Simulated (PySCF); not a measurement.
Ground-state electric properties of a mixed set of molecules.

All values: wB97X-D/def2-SVPD (PySCF) at PBE0-D3(BJ)/def2-SVP geometries, gas phase, one conformer each. Core orbitals are frozen in the response; Δα² is half the sum of the squared differences of the principal polarisabilities. Atoms past krypton carry effective core potentials. The calculation is non-relativistic apart from the core potentials, for arsenic too.

(1) Rank by dipole moment, highest first.
A. `[CH3:1][S:2][C@H:3]1[CH2:4][CH2:5][C:6]12[CH2:7][CH2:8]2` with C1–S2–C3–C4 84°
B. `[AsH2]C` (methylarsine)
C. `[CH2:1]=[C:2]([CH3:3])[C:4](=[O:5])[O:6][CH2:7][CH3:8]` with C1–C2–C4–O5 -178°, C2–C4–O6–C7 180°, C4–O6–C7–C8 -178°

(2) Rank by mean static polarisability, lowest first.
A. `CS[C@H]1CCC12CC2`
B. `[AsH2]C`
C. `[CH3][Zr]([CH3])([Cl])[Cl]`
D. `C=C(C)C(=O)OCC`

(3) Rank by polarisability anisotropy Δα, highest first.
A. `[CH3:1][S:2][C@H:3]1[CH2:4][CH2:5][C:6]12[CH2:7][CH2:8]2` with C1–S2–C3–C4 84°
B. `[CH]#[Mo]([NH2])([NH2])[NH2]` (Mo(CH)(NH2)3)
C. ZrMe2Cl2 (`[CH3][Zr]([CH3])([Cl])[Cl]`)
D. `[CH2:1]=[C:2]([CH3:3])[C:4](=[O:5])[O:6][CH2:7][CH3:8]` with C1–C2–C4–O5 -178°, C2–C4–O6–C7 180°, C4–O6–C7–C8 -178°
E. `C[AsH2]` (methylarsine)

## Answers

(1) C (1.99 D), A (1.63 D), B (0.94 D).

(2) B (6.99 Å³), D (12.07 Å³), C (14.29 Å³), A (14.82 Å³).

(3) D (4.83 Å³), A (3.99 Å³), E (1.42 Å³), C (0.47 Å³), B (0.14 Å³).

All values together:

| SMILES | formula | μ (D) | HOMO (eV) | LUMO (eV) | α (Å³) | Δα (Å³) | electrons | α per electron (Å³) | ΔSCF removal energy (eV) |
| --- | --- | --- | --- | --- | --- | --- | --- | --- | --- |
| CS[C@H]1CCC12CC2 | C7H12S | 1.63 | -8.08 | 2.19 | 14.82 | 3.99 | 70 | 0.212 | – |
| C[AsH2] | CH5As | 0.94 | -9.04 | 1.86 | 6.99 | 1.42 | 44 | 0.159 | 9.66 |
| C=C(C)C(=O)OCC | C6H10O2 | 1.99 | -9.62 | 0.57 | 12.07 | 4.83 | 62 | 0.195 | 9.84 |
| [CH3][Zr]([CH3])([Cl])[Cl] | C2H6Cl2Zr | 1.84 | -10.20 | -0.22 | 14.29 | 0.47 | 92 | 0.155 | 10.28 |
| [CH]#[Mo]([NH2])([NH2])[NH2] | CH7MoN3 | 1.61 | -8.43 | 1.37 | 12.07 | 0.14 | 76 | 0.159 | 8.54 |

Conformers: `[CH3:1][S:2][C@H:3]1[CH2:4][CH2:5][C:6]12[CH2:7][CH2:8]2` with C1–S2–C3–C4 84°; `[CH2:1]=[C:2]([CH3:3])[C:4](=[O:5])[O:6][CH2:7][CH3:8]` with C1–C2–C4–O5 -178°, C2–C4–O6–C7 180°, C4–O6–C7–C8 -178°; `[CH]#[Mo]([NH2])([NH2])[NH2]` (singlet state).

A dash marks a removal energy that wasn't run or isn't settled.
